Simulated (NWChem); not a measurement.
System: CH3BClFO; SMILES COB(F)Cl

Here is an NWChem input.

```
start job
memory heap 200 mb stack 900 mb global 1100 mb
geometry units angstroms
  B      0.415345     0.222065    -0.093924
  F      1.460035     1.033073     0.006600
  Cl    -0.792824     0.311508     1.158378
  O      0.378555    -0.584589    -1.133773
  C     -0.627596    -1.528920    -1.447329
  H     -1.035451    -1.272441    -2.425775
  H     -0.161360    -2.513624    -1.493756
  H     -1.421793    -1.526714    -0.698589
end
basis spherical
  * library 6-31g*
end
dft
  xc b3lyp
  iterations 150
end
driver
  maxiter 120
end
task dft optimize
task dft freq
```

Output (shortened):

```
             Northwest Computational Chemistry Package (NWChem) 7.3.0
             --------------------------------------------------------

 CS  symmetry detected

                             Geometry "geometry" -> ""
                             -------------------------

 Output coordinates in angstroms (scale by  1.889725989 to convert to a.u.)

  No.       Tag          Charge          X              Y              Z
 ---- ---------------- ---------- -------------- -------------- --------------
    1 B                    5.0000     0.51482306     0.15482505     0.00000000
    2 F                    9.0000     1.71167422     0.72645737     0.00000000
    3 Cl                  17.0000    -0.87553025     1.20499187     0.00000000
    4 O                    8.0000     0.47732139    -1.16120069     0.00000000
    5 C                    6.0000    -0.67460304    -1.98308164     0.00000000
    6 H                    1.0000    -0.63881580    -2.61136536    -0.89067807
    7 H                    1.0000    -0.63881580    -2.61136536     0.89067807
    8 H                    1.0000    -1.58849021    -1.38627738     0.00000000

 Effective nuclear repulsion energy (a.u.)     213.1167536350

      Symmetry information
      --------------------

 Group name             Cs
 Group number              2
 Group order               2
 No. of unique centers     7

                                Z-matrix (autoz)
                                --------

 Units are Angstrom for bonds and degrees for angles

[...]

      ----------------------
      Optimization converged
      ----------------------

  Step       Energy      Delta E   Gmax     Grms     Xrms     Xmax
  ---- ---------------- -------- -------- -------- -------- --------
@    5    -700.16532568 -1.2D-07  0.00003  0.00001  0.00021  0.00058
                                     ok       ok       ok       ok

                                Z-matrix (autoz)
                                --------

 Units are Angstrom for bonds and degrees for angles

[...]

 Rotational Constants
 --------------------
 A=   0.164445 cm-1  (  0.236595 K)
 B=   0.113627 cm-1  (  0.163480 K)
 C=   0.068064 cm-1  (  0.097927 K)

 Temperature                      =   298.15K
 frequency scaling parameter      =   1.0000

 Zero-Point correction to Energy  =   32.270 kcal/mol  (  0.051425 au)
 Thermal correction to Energy     =   35.961 kcal/mol  (  0.057308 au)
 Thermal correction to Enthalpy   =   36.554 kcal/mol  (  0.058252 au)

 Total Entropy                    =   79.817 cal/mol-K
   - Translational                =   39.578 cal/mol-K (mol. weight =  95.9949)
   - Rotational                   =   26.630 cal/mol-K (symmetry #  =        1)
   - Vibrational                  =   13.608 cal/mol-K

 Cv (constant volume heat capacity) =   17.773 cal/mol-K
   - Translational                  =    2.979 cal/mol-K
   - Rotational                     =    2.979 cal/mol-K
   - Vibrational                    =   11.814 cal/mol-K

[normal modes left out]

 ----------------------------------------------------------------------------
 Normal Eigenvalue ||           Projected Infra Red Intensities
  Mode   [cm**-1]  || [atomic units] [(debye/angs)**2] [(KM/mol)] [arbitrary]
 ------ ---------- || -------------- ----------------- ---------- -----------
    1       -0.000 ||    0.000036           0.001         0.035       0.007
    2        0.000 ||    0.000061           0.001         0.060       0.012
    3        0.000 ||    0.001161           0.027         1.132       0.221
    4        0.000 ||    0.000251           0.006         0.244       0.048
    5        0.000 ||    0.000229           0.005         0.223       0.044
    6        0.000 ||    0.001316           0.030         1.283       0.250
    7       25.876 ||    0.000019           0.000         0.018       0.004
    8      158.059 ||    0.003275           0.076         3.193       0.622
    9      223.407 ||    0.004729           0.109         4.611       0.899
   10      368.566 ||    0.002986           0.069         2.911       0.568
   11      463.073 ||    0.006066           0.140         5.914       1.153
   12      582.066 ||    0.042321           0.976        41.256       8.043
   13      616.131 ||    0.034061           0.786        33.204       6.474
   14     1033.605 ||    0.177076           4.085       172.622      33.655
   15     1189.313 ||    0.074353           1.715        72.483      14.131
   16     1204.444 ||    0.000271           0.006         0.264       0.051
   17     1276.220 ||    0.219173           5.057       213.661      41.656
   18     1457.841 ||    0.378248           8.726       368.735      71.889
   19     1528.253 ||    0.003619           0.083         3.528       0.688
   20     1532.293 ||    0.003973           0.092         3.874       0.755
   21     1555.604 ||    0.230451           5.317       224.656      43.799
   22     3068.775 ||    0.038781           0.895        37.806       7.371
   23     3145.599 ||    0.023301           0.538        22.715       4.429
   24     3154.501 ||    0.017011           0.392        16.583       3.233
 ----------------------------------------------------------------------------
```

Level: B3LYP/6-31G* (spherical d).
